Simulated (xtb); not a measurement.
Input file for xtb: GFN2-xTB on H4OSeSi (SMILES [SiH3]O[SeH]), a point of a torsion scan.

```
$ xtb mol.xyz --gfn 2 --sp --chrg 0 --uhf 0
7

Si     0.80677689    -0.22717007     0.07470651
O     -0.28575709     0.96350278    -0.18820933
Se    -2.10084163     1.02138659    -0.02105740
H      0.57998604    -1.34057040    -0.84730500
H      1.99699967     0.56188374    -0.21124475
H      0.72322401    -0.71004812     1.45412735
H     -2.05120680     2.09533530     0.96460763
```

Program output:

```
[...]
           -------------------------------------------------
          |                Calculation Setup                |
           -------------------------------------------------



           -------------------------------------------------
          |                 G F N 2 - x T B                 |
           -------------------------------------------------

        Reference                      10.1021/acs.jctc.8b01176
      * Hamiltonian:
        H0-scaling (s, p, d)           1.850000    2.230000    2.230000
        zeta-weighting                 0.500000
      * Dispersion:
        s8                             2.700000
        a1                             0.520000
        a2                             5.000000
        s9                             5.000000
      * Repulsion:
        kExp                           1.500000    1.000000
        rExp                           1.000000
      * Coulomb:
        alpha                          2.000000
        third order                    shell-resolved
        anisotropic                    true
        a3                             3.000000
        a5                             4.000000
        cn-shift                       1.200000
        cn-exp                         4.000000
        max-rad                        5.000000


          ...................................................
          :                      SETUP                      :
          :.................................................:
          :  # basis functions                  28          :
          :  # atomic orbitals                  26          :
          :  # shells                           12          :
          :  # electrons                        20          :
          :  max. iterations                   250          :
          :  Hamiltonian                  GFN2-xTB          :
          :  restarted?                      false          :
          :  GBSA solvation                  false          :
          :  PC potential                    false          :
          :  electronic temp.          300.0000000     K    :
          :  accuracy                    1.0000000          :
          :  -> integral cutoff          0.2500000E+02      :
          :  -> integral neglect         0.1000000E-07      :
          :  -> SCF convergence          0.1000000E-05 Eh   :
          :  -> wf. convergence          0.1000000E-03 e    :
          :  Broyden damping             0.4000000          :
          :  net charge                          0          :
          :  unpaired electrons                  0          :
          ...................................................

 iter      E             dE          RMSdq      gap      omega  full diag
   1    -11.0216543 -0.110217E+02  0.107E+01    3.13       0.0  T
   2    -11.0848902 -0.632359E-01  0.601E+00    2.89       1.0  T
   3    -11.0876894 -0.279922E-02  0.264E+00    2.87       1.0  T
   4    -11.0887963 -0.110687E-02  0.182E+00    2.84       1.0  T
   5    -11.0885012  0.295061E-03  0.430E-01    2.84       1.0  T
   6    -11.0889580 -0.456753E-03  0.155E-01    2.83       1.0  T
   7    -11.0889557  0.228493E-05  0.589E-02    2.83       1.0  T
   8    -11.0889617 -0.602913E-05  0.185E-02    2.83       2.0  T
   9    -11.0889619 -0.124023E-06  0.619E-03    2.83       6.1  T
  10    -11.0889619 -0.192058E-07  0.342E-03    2.83      11.0  T
  11    -11.0889619 -0.104338E-07  0.794E-04    2.83      47.6  T
  12    -11.0889619 -0.639725E-09  0.211E-04    2.83     179.0  T

   *** convergence criteria satisfied after 12 iterations ***

         #    Occupation            Energy/Eh            Energy/eV
      -------------------------------------------------------------
         1        2.0000           -0.7627200             -20.7547
       ...           ...                  ...                  ...
         4        2.0000           -0.5185307             -14.1099
         5        2.0000           -0.5046295             -13.7317
         6        2.0000           -0.4931234             -13.4186
         7        2.0000           -0.4579933             -12.4626
         8        2.0000           -0.4288449             -11.6695
         9        2.0000           -0.4235192             -11.5245
        10        2.0000           -0.3721151             -10.1258 (HOMO)
        11                         -0.2679544              -7.2914 (LUMO)
        12                         -0.1864659              -5.0740
        13                         -0.1750050              -4.7621
        14                         -0.1682542              -4.5784
        15                         -0.1483230              -4.0361
       ...                                ...                  ...
        26                          0.9014600              24.5300
      -------------------------------------------------------------
                  HL-Gap            0.1041607 Eh            2.8344 eV
             Fermi-level           -0.3200347 Eh           -8.7086 eV

 SCC (total)                   0 d,  0 h,  0 min,  0.005 sec
 SCC setup                      ...        0 min,  0.000 sec (  1.711%)
 Dispersion                     ...        0 min,  0.000 sec (  0.674%)
 classical contributions        ...        0 min,  0.000 sec (  0.337%)
 integral evaluation            ...        0 min,  0.001 sec ( 16.899%)
 iterations                     ...        0 min,  0.002 sec ( 50.641%)
 molecular gradient             ...        0 min,  0.001 sec ( 27.021%)
 printout                       ...        0 min,  0.000 sec (  2.496%)

         :::::::::::::::::::::::::::::::::::::::::::::::::::::
         ::                     SUMMARY                     ::
         :::::::::::::::::::::::::::::::::::::::::::::::::::::
         :: total energy             -11.041414003844 Eh    ::
         :: gradient norm              0.000202673915 Eh/a0 ::
         :: HOMO-LUMO gap              2.834356015803 eV    ::
         ::.................................................::
         :: SCC energy               -11.088960892996 Eh    ::
         :: -> isotropic ES            0.036459397333 Eh    ::
         :: -> anisotropic ES         -0.001538865383 Eh    ::
         :: -> anisotropic XC          0.000544088576 Eh    ::
         :: -> dispersion             -0.003930565291 Eh    ::
         :: repulsion energy           0.047546889152 Eh    ::
         :: add. restraining           0.000000000000 Eh    ::
         :: total charge               0.000000000000 e     ::
         :::::::::::::::::::::::::::::::::::::::::::::::::::::

           -------------------------------------------------
          |                Property Printout                |
           -------------------------------------------------

    * Orbital Energies and Occupations

         #    Occupation            Energy/Eh            Energy/eV
      -------------------------------------------------------------
         1        2.0000           -0.7627200             -20.7547
         2        2.0000           -0.7518102             -20.4578
         3        2.0000           -0.6299369             -17.1415
         4        2.0000           -0.5185307             -14.1099
         5        2.0000           -0.5046295             -13.7317
         6        2.0000           -0.4931234             -13.4186
         7        2.0000           -0.4579933             -12.4626
         8        2.0000           -0.4288449             -11.6695
         9        2.0000           -0.4235192             -11.5245
        10        2.0000           -0.3721151             -10.1258 (HOMO)
        11                         -0.2679544              -7.2914 (LUMO)
        12                         -0.1864659              -5.0740
Note: The following floating-point exceptions are signalling: IEEE_UNDERFLOW_FLAG IEEE_DENORMAL
normal termination of xtb
        13                         -0.1750050              -4.7621
        14                         -0.1682542              -4.5784
        15                         -0.1483230              -4.0361
        16                         -0.0503304              -1.3696
        17                         -0.0251372              -0.6840
        18                         -0.0060410              -0.1644
        19                          0.0671067               1.8261
        20                          0.0809766               2.2035
        21                          0.2316292               6.3030
       ...                                ...                  ...
        26                          0.9014600              24.5300
      -------------------------------------------------------------
                  HL-Gap            0.1041607 Eh            2.8344 eV
             Fermi-level           -0.3200347 Eh           -8.7086 eV

     #   Z          covCN         q      C6AA      α(0)
     1  14 Si       3.635     0.520    97.182    18.909
     2   8 O        1.614    -0.395    20.767     6.151
     3  34 Se       1.877    -0.001   235.721    26.753
     4   1 H        0.918    -0.085     5.075     3.523
     5   1 H        0.920    -0.074     4.740     3.405
     6   1 H        0.918    -0.085     5.071     3.522
     7   1 H        0.923     0.120     1.610     1.984

 Mol. C6AA /au·bohr⁶  :       1404.338155
 Mol. C8AA /au·bohr⁸  :      67417.077913
 Mol. α(0) /au        :         64.246961


Wiberg/Mayer (AO) data.
largest (>0.10) Wiberg bond orders for each atom

 ---------------------------------------------------------------------------
     #   Z sym  total        # sym  WBO       # sym  WBO       # sym  WBO
 ---------------------------------------------------------------------------
     1  14 Si   3.780 --     2 O    1.054     6 H    0.898     4 H    0.897
                             5 H    0.881
     2   8 O    2.302 --     3 Se   1.150     1 Si   1.054
     3  34 Se   2.187 --     2 O    1.150     7 H    0.969
     4   1 H    0.993 --     1 Si   0.897
     5   1 H    0.994 --     1 Si   0.881
     6   1 H    0.993 --     1 Si   0.898
     7   1 H    0.985 --     3 Se   0.969
 ---------------------------------------------------------------------------

Topologies differ in total number of bonds
Writing topology from bond orders to xtbtopo.mol

molecular dipole:
                 x           y           z       tot (Debye)
 q only:        0.051      -0.215       0.365
   full:        0.016      -0.125       0.354       0.955
molecular quadrupole (traceless):
                xx          xy          yy          xz          yz          zz
 q only:        1.883      -2.549      -0.640      -1.311       1.640      -1.243
  q+dip:       -1.165      -0.694       0.511      -1.562       2.169       0.655
   full:        1.220      -2.239      -0.353      -1.608       2.953      -0.866


           -------------------------------------------------
          | TOTAL ENERGY              -11.041414003844 Eh   |
          | GRADIENT NORM               0.000202673915 Eh/α |
          | HOMO-LUMO GAP               2.834356015803 eV   |
           -------------------------------------------------

------------------------------------------------------------------------
------------------------------------------------------------------------
 total:
 SCF:
```

The run finished.

Cost: roughly 0.03 core-seconds.
